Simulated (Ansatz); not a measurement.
Z-matrix (Å, degrees):
```
C
C 1 1.505
F 1 1.384 2 108.4
H 1 1.093 2 111.4 3 118.9
H 1 1.093 2 111.4 3 -118.9
I 2 2.134 1 109.3 3 180.0
H 2 1.088 1 111.9 3 -62.1
H 2 1.088 1 111.9 3 62.1
```

Total charge 0; spin multiplicity 1. I: def2 effective core potential.

(1) List the PBE0/def2-TZVPP orbital energies in eV (Ansatz). (Estimate.)

Results:

(1) Ansatz gave: Occupied: -673.88, -280.63, -279.85, -187.88, -133.87, -133.55, -133.55, -52.97, -52.86, -52.86, -52.58, -52.58, -33.66, -22.51, -19.42, -17.64, -14.62, -14.35, -13.38, -12.22, -10.67, -9.98, -9.94, -7.66, -7.59. Lowest empty: -1.03, 1.51, 1.91, 2.35, 2.72, 3.29, 3.75, 4.22.
